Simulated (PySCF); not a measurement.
Calculated properties of `C=[C]B(F)F` [radical]

Species: C2H2BF2 (doublet state).
Cartesian coordinates in Å at the PBE0-D3(BJ)/def2-SVP level; atoms count from 1:
```xyz
7
C2H2BF2 angstrom
C     -1.324   -0.477    0.303
C     -0.110   -0.038    0.135
B      1.299    0.470   -0.058
F      1.744    1.531    0.597
F      2.137   -0.127   -0.889
H     -1.574   -1.221    1.075
H     -2.164   -0.128   -0.318
```

From PBE0-D3(BJ)/def2-SVP geometry optimisation, gas phase (PySCF):

```
Point group                  : C2v
Rotational constants A, B, C : 10.041, 3.344, 2.553 GHz
Dipole moment                : 2.25 D
```

From UKS B3LYP, IGLO-III on B C F, pcH-1 on H, non-relativistic, mean-field spin-orbit, GIAO (PySCF):

```
Isotropic g value                                                      : 2.00267
Principal g values                                                     : 2.00216, 2.00256, 2.00329
Spin squared ⟨S²⟩                                                      : 0.757
Largest Mulliken spin population                                       : 0.84 on C2
Largest isotropic hyperfine couplings (means over sets of like nuclei) : 1H +164.9 (H6/H7), 13C -53.4 (C1), 13C +42.3 (C2), 11B -32.7 (B3), 19F +22.4 (F4/F5) MHz
```

Monoisotopic mass (most abundant isotopes): 75.0218 u.

Point group C2v permits a dipole; with 2.25 D the species has a pure rotational spectrum. In atomic units the dipole is 0.88 e·bohr (1 au = 2.5417 D). ⟨S²⟩ is 0.007 above the pure-spin value S(S + 1) = 0.75. g_iso is shifted by about +350 ppm from the free-electron value 2.002319; the principal values span 0.0011. With B = h/(8π²I), that is 505.379 GHz u Å² over I, the principal moments of inertia are 50.3, 151.1 and 198.0 u Å² (most abundant isotopes). The rotational constants make it an asymmetric top with κ = (2B − A − C)/(A − C) = -0.79, nearer the prolate limit (−1). At 9.50 GHz, hν = g·μB·B₀ (B₀ the magnetic field) puts the centre of the isotropic spectrum, to first order, at 338.9 mT.

